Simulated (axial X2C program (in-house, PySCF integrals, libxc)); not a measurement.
**Nuclear properties of HZrH⁻**

Calculated with an in-house all-electron X2C program for linear molecules (integrals from PySCF): two-component X2C with atomic mean-field Coulomb and Gaunt terms, Gaussian nuclei, basis H dyall-v3z, Zr dyall-v3z with contracted cores.

H–Zr–H held linear, with bonds 1.985 and 1.985 Å (a rough geometry, not the PBE0 minimum).

Determinant lowest in the PBE0 search, Ω = 3/2 (⟨Sz⟩ = 1.50, ⟨Lz⟩ = 0.00 at PBE0), spin on the atoms H 0.00, Zr 1.51, H 0.00:

```csv
level,A∥/gI H (MHz),qzz H (a.u.),A∥/gI Zr (MHz),qzz Zr (a.u.)
PBE0,1.61,0.05,361,-2.31
HF,1.2,0.06,250,-2.76
LDA,1.31,0.05,426,-2.19
```

Determinant 0.06 eV from it at PBE0 and this distance, Ω = 3/2 (⟨Sz⟩ = -0.50, ⟨Lz⟩ = 2.00 at PBE0), spin on the atoms H -0.01, Zr -0.48, H -0.01:

```
level  A∥/gI H (MHz)  qzz H (a.u.)  A∥/gI Zr (MHz)  qzz Zr (a.u.)
 PBE0           2.17          0.05             254          -4.22
   HF           4.52          0.05            39.3          -4.68
  LDA           2.15          0.04             269          -4.07
```

A∥ (defined per Ω) follows by multiplying with gI = μI/(I μN); qzz is the electric field gradient, eQq0 = 234.96 MHz × Q/barn × qzz. The operators were transformed with the bare-nucleus X2C matrices; with these basis sets, hyperfine constants and field gradients can be off by tens of per cent, and where levels differ in sign neither size nor sign is settled.

Question: With gI(1H) = 5.5857, gI(91Zr) = -0.5214, Q(91Zr) = -0.176 barn (g factors from the IAEA table of nuclear moments by Stone; Q from Pyykkö, Mol. Phys. 2018), turn the PBE0 values of the first state into constants in MHz.

Answer: A∥(1H) = 1.61 × 5.5857 = 8.99 MHz; A∥(91Zr) = 361 × -0.5214 = -188 MHz; eQq0(91Zr) = 234.96 × (-0.176) × (-2.31) = 95.5 MHz.

The molecule was held linear; bending was not examined, so a bent shape may lie lower.

Each state is one determinant with collinear spin, which with several unpaired electrons need not be a pure state. Unrestricted Hartree–Fock can overshoot spin polarisation at the nuclei. For an anion, determinants above electron detachment, or with a positive highest level, are held by the basis set. This is the top spin component of a Σ state; components of lower Ω are not single determinants and can lie lower. With several open shells hyperfine constants can be off by a factor of several. At LDA a later determinant lies lower. States lie within half an eV, so the first need not be the ground state. PBE0 term energies can be off by some tenths of an eV.
